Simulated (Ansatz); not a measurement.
Consider the atomization: `CC[P+](CC)(CC)[Ag-][S]C` → Ag• + 7 C• + 18 H• + P• + S•.

Gas-phase electronic energies from Ansatz, PBE0-D4/def2-TZVP geometries. CCSD(T)/CBS adds triple-zeta CCSD(T) − MP2 to the extrapolated MP2 energy (def2 sets, frozen cores). This one scheme is used for every species, atoms too. DFT in def2-TZVPP. HSE06 is defined as in plane-wave codes. No spin–orbit coupling; open shells (•) take unrestricted orbitals. Spin–orbit coupling would lower the free atoms: a little for C, S. Elements past krypton have def2 core potentials. For Ag outer-core shells are correlated without core-valence functions, so the limit isn't a true one: a few kJ/mol of doubt a bond, and 10 to 20 or more in all where bonds break to atoms. One conformer a species, not always the lowest.

`CC[P+](CC)(CC)[Ag-][S]C`:

Cartesian coordinates in Å:
```
C 2.234 -0.603 1.321
C 1.549 -0.732 -0.031
P -0.257 -0.452 0.065
C -0.897 -1.840 1.076
C -0.488 -3.242 0.656
C -0.843 -0.816 -1.630
C -0.488 0.283 -2.621
Ag -0.852 1.669 0.882
S -1.473 3.732 1.747
C -0.649 4.948 0.671
H 2.023 0.368 1.776
H 3.317 -0.697 1.215
H 1.903 -1.376 2.017
H 1.938 0.019 -0.724
H 1.740 -1.711 -0.482
H -1.986 -1.730 1.068
H -0.590 -1.635 2.105
H 0.595 -3.379 0.699
H -0.935 -3.983 1.323
H -0.816 -3.476 -0.358
H -0.439 -1.780 -1.955
H -1.929 -0.926 -1.561
H 0.592 0.395 -2.731
H -0.897 0.058 -3.608
H -0.893 1.246 -2.299
H -0.913 5.942 1.036
H -0.982 4.867 -0.364
H 0.436 4.851 0.704
```

```csv
level,ΔE (eV)
PBE0-D4,108.73
BLYP,105.75
r2SCANh,107.80
HSE06,108.07
```

Question: What does CCSD(T)/CBS give? (Estimate.)

Answer: Ansatz gave: +108.12 eV. The listed levels differ from it by 0.61, -2.37, -0.32, -0.05 eV.

Largest T1 diagnostic among the species: 0.015.

The D4 term adds +1.37 eV with B3LYP and +0.75 eV with PBE0; it sums over pairs of atoms, weighted by their polarisabilities, and B3LYP, whose exchange is more repulsive, gets the larger term. From BLYP to BHLYP (50 % exact exchange), in def2-TZVPP and without D4, ΔE moves by −1.08 eV: exact exchange takes away binding that semilocal exchange gives to molecules. Leaving LDA and LC-ωPBE aside and taking each functional with its dispersion term where it has one, the values, not all of them listed here, spread over 4.27 eV, from BHLYP-D4 to PBE-D4. LDA lies +13.73 eV from PBE without D4, its usual overbinding.

B3LYP here is the variant with VWN-RPA as its local correlation; programs differ in this.

For atomizations the MP2-based limit and the directly extrapolated one differ by several kJ/mol either way, and by 10 to 25 for some Ge, Se and Sn compounds, so smaller differences from it don't rank the levels.
